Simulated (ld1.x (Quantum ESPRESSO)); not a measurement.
# Ranking TM potentials for I

All share these settings but for the change named:

```json
{
  "Element": "iodine (I)",
  "Generator": "ld1.x (Quantum ESPRESSO) 7.5",
  "Type": "norm-conserving Troullier–Martins (Kleinman–Bylander form)",
  "Functional": "PBE",
  "Relativity": "scalar-relativistic",
  "Frozen core": "[Kr]",
  "Valence charge": "17",
  "Reference configuration": "4d10 5s2 5p3.5 (charge +1.5)",
  "Partial waves": "5s (bound): rc 1.55 bohr; 4d (bound): rc 1.20 bohr; 5p (bound): rc 1.90 bohr",
  "Local potential": "the p channel",
  "Core correction": "none"
}
```

Cutoff: the first of the cutoffs (Ry, on a coarse ladder) from which the occupation-weighted sum of valence levels, in a spherical-Bessel basis at the reference potential, stays within 10 and 1 mRy of its value at 400 Ry; the density cutoff is not measured.

The base gives 120 Ry.

Of 7 variants that were run, those that failed, showed a ghost or another fault, or gave nearly equal values are left out.

A variant can come out equal or close to the base.

Q: Rank these variants from softest to hardest (loose cutoff).
A. wave 4d (bound): rc 1.20 bohr becomes 4d (bound): rc 1.74 bohr
B. wave 4d (bound): rc 1.20 bohr becomes 4d (bound): rc 0.80 bohr
C. wave 4d (bound): rc 1.20 bohr becomes 4d (bound): rc 1.16 bohr
D. wave 4d (bound): rc 1.20 bohr becomes 4d (bound): rc 0.98 bohr

A: A (90 Ry), C (120 Ry), D (140 Ry), B (230 Ry).
